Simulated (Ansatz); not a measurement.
Saddle point of GeH₅SBr, closed shell (GeH₃Br ([GeH3][Br]) + H₂S → GeH₄S ([SH][GeH3]) + HBr; bonds formed: Ge1–S7, Br2–H6; bonds broken: Ge1–Br2, H6–S7), PBE0-D4/def2-TZVP structure:

```
8
angstrom
Ge -0.3240 0.0552 -0.9147
Br 1.9370 1.2210 0.1225
H 0.5832 -0.6837 -1.8941
H -0.7161 1.5151 -1.1517
H -1.6851 -0.7060 -0.9052
H 1.0823 -0.2202 1.4324
S -0.0432 -1.0428 1.3535
H -0.8342 -0.1386 1.9573
```

Energies are electronic, without zero-point energy. Barriers and step energies count from the start structure reached by relaxing down the imaginary mode; all methods use the PBE0-D4 structures, on which another method's saddle can fall below an end. Ansatz 0.2.0; basis: def2-TZVPP, with def2-QZVPP for the basis limit; cores frozen in the correlated methods. Filled d shells of the heavier atoms are correlated. The def2 sets are not built for correlating such inner shells, so the correlated values are less sure here. B3LYP uses VWN-RPA correlation. Extrapolation: Hartree–Fock as exp(−7.88 √X), correlation as X^−2.97.

```tsv
method	barrier (kcal/mol)	step energy (kcal/mol)
SPW92	22.39	2.98
PBE-D4	26.71	4.96
BLYP-D4	28.95	5.88
r2SCAN-D4	30.14	6.20
B97M-V	34.02	7.27
PBE0-D4	30.78	6.27
B3LYP-D4	?	6.94
r2SCAN0-D4	32.86	7.10
BHLYP-D4	36.49	8.65
CAM-B3LYP-D4	35.50	7.47
wB97X-V	36.10	8.05
wB97M-V	34.79	8.09
B2PLYP	?	7.36
PBE-QIDH	?	7.16
RPA on PBE	37.04	7.84
HF	46.44	12.19
MP2	36.13	6.99
CCSD	39.24	8.25
CCSD(T)	37.01	7.44
```

Question: Fill in the withheld barriers. (Judge from chemistry; the value comes from the calculation.)

Answer: Computed: PBE-QIDH 34.50; B2PLYP 35.02; B3LYP-D4 32.28 kcal/mol. Each is the energy of the saddle less that of the start structure, by the same method.

For comparison, the barrier by CCSD(T) at an estimated basis limit (MP2 extrapolated from triple and quadruple zeta, plus CCSD(T) − MP2 in triple zeta) is 35.90 kcal/mol.

T1 diagnostic: at most 0.012.

Exchanges of this kind with a chalcogen hydride build sulfide and selenide films.

Labels in which every atom is bracketed show which atoms are joined, not bond orders.

For scale, one of the runs: CCSD(T)/def2-TZVPP, 208 basis functions (an equivalent command: `ansatz run in.yaml --threads 4`). The run took 2.1 min on 4 CPU threads (shared host), with 2.8 GiB of host memory at its peak.
